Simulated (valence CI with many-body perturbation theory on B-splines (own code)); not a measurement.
# Ta23+: calculated level list

Method: relativistic CI+MBPT: four valence electrons over a frozen Dirac-Fock core [Kr] 4d10, radial functions for each j: 7 s, 7 p, 7 d, 7 f, 4 g, 2 h, with the one-electron correlation potential Σ1 (screened to all orders), the two-electron term Σ2, the three-electron term Σ3, Breit, model QED; selected single and double excitations, second order for the rest, scaled by the run's own slope (own B-spline code, finite nucleus).

No measured levels were compared; by estimate terms of the open shell hold to a few per cent of their energy, and close levels can change places.

Levels 46 to 90 of 200, with energies above the lowest level, 4f⁴ ⁵I_4. "Leading %" is the weight of the configuration and term that name the level; weights of strongly mixed levels are sums over their largest components and can fall short. Lifetimes count E1, E2, E3, M1 and M2 decay at the calculated energies, and are blank where another channel may lead or the interval is too uncertain; long ones can be off by a factor of two.

```
No.  Configuration  Term   J  E (cm⁻¹)  Leading %      g  Lifetime  Second component
 46            4f⁴    ³L   9    101000         57  1.066   3.94 ms       43 % 4f⁴ ³M
 47            4f⁴    ³G   5    101250         46  1.119   1.99 ms       19 % 4f⁴ ³I
 48            4f⁴    ³F   2    101250         39  1.143   1.78 ms       32 % 4f⁴ ³P
 49            4f⁴    ³F   3    102390         51  1.244   3.57 ms       39 % 4f⁴ ⁵D
 50            4f⁴    ⁵D   4    105660         42  1.147   2.92 ms       35 % 4f⁴ ³H
 51            4f⁴    ³F   3    106810         67  1.115   1.95 ms       12 % 4f⁴ ³D
 52            4f⁴    ¹I   6    106970         34  1.053   2.65 ms       33 % 4f⁴ ³H
 53            4f⁴    ³H   5    110850         73  1.059   5.10 ms       17 % 4f⁴ ³G
 54            4f⁴    ¹L   8    113140         40  1.024   1.23 ms       28 % 4f⁴ ³K
 55            4f⁴    ¹G   4    113990         51  1.032   1.78 ms       25 % 4f⁴ ³F
 56            4f⁴    ³G   5    118510         51  1.092   1.38 ms       20 % 4f⁴ ³H
 57            4f⁴    ³G   3    119700         67  0.891   2.81 ms       21 % 4f⁴ ³F
 58            4f⁴    ³G   4    119910         46  1.102   2.36 ms       39 % 4f⁴ ³F
 59            4f⁴    ¹K   7    120560         67  1.030   2.26 ms       25 % 4f⁴ ³I
 60            4f⁴    ³K   6    121050         55  0.953   7.88 ms       17 % 4f⁴ ³H
 61            4f⁴    ¹D   2    122230         56  1.009   1.37 ms       24 % 4f⁴ ³D
 62            4f⁴    ³H   4    123470         57  0.924   2.48 ms       26 % 4f⁴ ¹G
 63            4f⁴    ³H   6    125610         47  1.082   2.48 ms       40 % 4f⁴ ¹I
 64            4f⁴    ³F   2    127050         61  0.823   2.76 ms       30 % 4f⁴ ¹D
 65            4f⁴    ³F   4    127810         36  1.098   1.51 ms       32 % 4f⁴ ³H
 66            4f⁴    ³K   8    128570         59  1.071   8.26 ms       41 % 4f⁴ ¹L
 67            4f⁴    ³K   7    130180         78  1.036   7.30 ms       17 % 4f⁴ ³I
 68            4f⁴    ¹N  10    130960         89  1.008   2.84 ms       11 % 4f⁴ ³M
 69            4f⁴    ³P   0    131090         65           869 μs       21 % 4f⁴ ⁵D
 70            4f⁴    ³H   5    131120         49  0.966   1.74 ms       39 % 4f⁴ ³I
 71            4f⁴    ³F   4    132940         42  1.155   1.82 ms       23 % 4f⁴ ¹G
 72            4f⁴    ³F   2    133240         38  0.953   1.15 ms       38 % 4f⁴ ¹D
 73            4f⁴    ³F   3    136660         69  1.032   2.44 ms       20 % 4f⁴ ³G
 74            4f⁴    ³G   5    136800         49  1.101   1.23 ms       23 % 4f⁴ ³H
 75            4f⁴    ³H   6    138510         61  1.084   1.36 ms       24 % 4f⁴ ³K
 76            4f⁴    ³P   1    146250         85  1.432    924 μs        9 % 4f⁴ ⁵D
 77            4f⁴    ³I   6    149830         60  1.019   4.23 ms       33 % 4f⁴ ¹I
 78            4f⁴    ³G   4    150070         34  1.013   2.29 ms       31 % 4f⁴ ¹G
 79            4f⁴    ¹L   8    150670         59  1.047   2.32 ms       40 % 4f⁴ ³K
 80            4f⁴    ³I   5    150910         52  0.927   1.99 ms       34 % 4f⁴ ³H
 81            4f⁴    ³G   3    152360         67  0.872   1.32 ms       12 % 4f⁴ ¹F
 82            4f⁴    ³I   7    158110         82  1.118   2.52 ms       14 % 4f⁴ ³K
 83            4f⁴    ³P   2    159090         60  1.353   2.25 ms       33 % 4f⁴ ³D
 84            4f⁴    ³G   4    159110         31  1.066   1.03 ms       29 % 4f⁴ ¹G
 85            4f⁴    ³G   5    159380         85  1.168   1.74 ms        9 % 4f⁴ ³H
 86            4f⁴    ³D   3    162440         33  1.037   1.62 ms       33 % 4f⁴ ³G
 87            4f⁴    ¹D   2    165740         51  1.071   1.03 ms       19 % 4f⁴ ³D
 88            4f⁴    ¹I   6    170860         57  1.029   1.26 ms       22 % 4f⁴ ³H
 89            4f⁴    ¹G   4    173750         64  1.007   1.03 ms       20 % 4f⁴ ³G
 90            4f⁴    ¹F   3    180240         50  1.150   1.76 ms       46 % 4f⁴ ³D
```

Names give the largest LS component (configuration and term), which can be under half, so a name can repeat, a term be missing and a line seem to break the LS rules; names also repeat where a configuration has a term twice.

Where two levels of one J and parity lie close, their mixing, g and order are uncertain.
